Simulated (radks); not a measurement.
Question: Species: Ce1.2+. Configuration: [Kr] 4d10 4f1 5s2 5p(1/2: 2, 3/2: 3.8) 5d2 (fractional occupations, a model configuration). All-electron calculation, Dirac Kohn-Sham, PBEsol, spin-unpolarised, spherical densities, finite nucleus; open shells fill j = l - 1/2 first; Fermi nuclear charge, rms radius 4.8771 fm. Program: a radial shooting solver on a logarithmic mesh with Libxc functionals. Some entries of the table are withheld. Estimate them.

| orbital | occ. | eigenvalue (hartree) | <r> (bohr) |
|---|---|---|---|
| 1s1/2 | 2 | -1478.017 | (1) |
| 2s1/2 | 2 | -236.7481 | 0.1048 |
| 2p1/2 | 2 | -223.5762 | 0.08796 |
| 2p3/2 | 4 | -207.1755 | 0.09417 |
| 3s1/2 | 2 | -51.14003 | 0.2784 |
| 3p1/2 | 2 | -45.55691 | 0.2682 |
| 3p3/2 | 4 | -42.33463 | 0.2804 |
| 3d3/2 | 4 | -32.55909 | 0.2514 |
| 3d5/2 | 6 | -31.86686 | 0.2552 |
| 4s1/2 | 2 | -10.51172 | 0.6375 |
| 4p1/2 | 2 | (2) | 0.6562 |
| 4p3/2 | 4 | (3) | 0.6836 |
| 4d3/2 | 4 | -4.33754 | 0.7389 |
| 4d5/2 | 6 | -4.21598 | 0.7486 |
| 5s1/2 | 2 | -1.70249 | 1.520 |
| 5p1/2 | 2 | -1.13780 | 1.707 |
| 5p3/2 | 3.8 | -1.03689 | 1.789 |
| 4f5/2 | 1 | -0.41911 | (4) |
| 4f7/2 | 0 | -0.40690 | (5) |
| 5d3/2 | 2 | -0.32585 | (6) |
| 5d5/2 | 0 | -0.31761 | (7) |

Answer: 
(1) 1s1/2 <r> (bohr): 0.02458
(2) 4p1/2 eigenvalue (hartree): -8.43807
(3) 4p3/2 eigenvalue (hartree): -7.74418
(4) 4f5/2 <r> (bohr): 1.096
(5) 4f7/2 <r> (bohr): 1.109
(6) 5d3/2 <r> (bohr): 2.711
(7) 5d5/2 <r> (bohr): 2.759
